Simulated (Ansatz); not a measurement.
cis-Cu(H2O)2Cl2 (CuCl₂O₂H₄). Charge 0, multiplicity 2. Geometry PBE-D4/def2-SVP; atoms count from 1.

```xyz
9

Cu    0.376   -0.151   -0.482
O     0.364    1.333    0.995
H     1.254    1.626    0.642
H     0.570    0.917    1.857
O    -1.395   -0.920    0.325
H    -1.410   -1.564   -0.443
H    -2.123   -0.295    0.131
Cl   -0.022   -1.638   -2.090
Cl    2.387    0.693   -0.936
```

Problem. Estimate the Mulliken populations from the PBE0/def2-TZVP orbitals of Ansatz.

Solution. 
```
atom  charge (e)  spin (α − β)  d electrons
 Cu1        0.39          0.57         9.54
  O2       -0.52          0.05            –
  H3        0.35          0.00            –
  H4        0.36          0.00            –
  O5       -0.52          0.05            –
  H6        0.35          0.00            –
  H7        0.36          0.00            –
 Cl8       -0.39          0.17            –
 Cl9       -0.39          0.17            –
```
Mulliken values depend strongly on the basis.

Problem. Where does the spin sit?

Solution. Summed by element: Cu 0.57, O 0.10, H -0.01, Cl 0.33, of 1 unpaired in all. Largest on single atoms: Cu1 0.57, Cl9 0.17, Cl8 0.17.

Problem. And the Mayer bond orders between heavy atoms (over 0.3)?

Solution. Cu1–O2 0.36 (2.09 Å); Cu1–O5 0.36 (2.09 Å); Cu1–Cl8 0.85 (2.23 Å); Cu1–Cl9 0.85 (2.23 Å).
